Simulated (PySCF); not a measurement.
Results of a calculation; reference values are marked as such.
AlSiCl4O2(-)

AlSiCl4O2(-) is a molecule drawn as a unit of a network glass or zeolite (built as: Si Al, Cl ends, O bridges), charge -1, singlet. The structure was relaxed in the gas phase by PBE0-D3(BJ)/def2-SVP. No frequency run checks that it is a minimum.

SMILES: [Cl][Al-]1([Cl])[O][Si](Cl)(Cl)[O]1

```xyz
8

Cl   -0.717    1.611    2.472
Al   -0.896    0.675    0.549
Cl   -2.836    1.056   -0.286
O    -0.366   -1.071    0.496
Si    0.839   -0.630   -0.516
Cl    2.740   -1.057    0.201
Cl    0.779   -1.581   -2.361
O     0.504    0.969   -0.584
```
(Å; atoms numbered from 1)

Shieldings: GIAO PBE0/aug-pcSseg-1.  Core levels by delta-SCF with SCAN, aug-pcX-2 on the ionised atom and aug-pcseg-1 elsewhere, spin-free X2C (2p3/2 is the spin-free 2p value less a third of a first-order spin-orbit splitting); from the vacuum level, for chosen atoms.

Task: Give the NMR and core-level values of the distinct atoms.

Result: 
```
  atoms    bonded to  σ (ppm)  δ (ppm)  core level (eV)
Cl1 Cl3         1 Al    980.3        -     2p3/2 201.61
    Al2   2 Cl + 2 O    473.9        -      2p3/2 77.27
  O4 O8  1 Al + 1 Si    158.8        -        1s 533.22
    Si5   2 Cl + 2 O    381.3        -     2p3/2 104.96
Cl6 Cl7         1 Si    836.7        -     2p3/2 202.57
```

Values are those of this one static structure; atoms that internal rotation interchanges would show their mean in an NMR spectrum.

Task: By CAM-B3LYP/def2-SVPD (TDDFT singlets, Tamm-Dancoff triplets, ionisation by delta-SCF), where does absorption start, and what does vertical ionisation take?

Result: The first singlet with intensity lies at 7.16 eV (f 0.019); what lies below it is dark. The lowest singlet lies at 7.05 eV (f 0.000), the strongest of the first 6 at 7.71 eV (f 0.060), the lowest triplet at 6.85 eV; vertical ionisation takes 6.97 eV.

Excited states of gas-phase anions may lie above the detachment limit and hang on the basis.

The 3 runs behind this took 5.8 min in all, one thread each of Intel Xeon Platinum 8259CL on a shared host, launched as `OMP_NUM_THREADS=1 python cluster_run.py task.json out`.
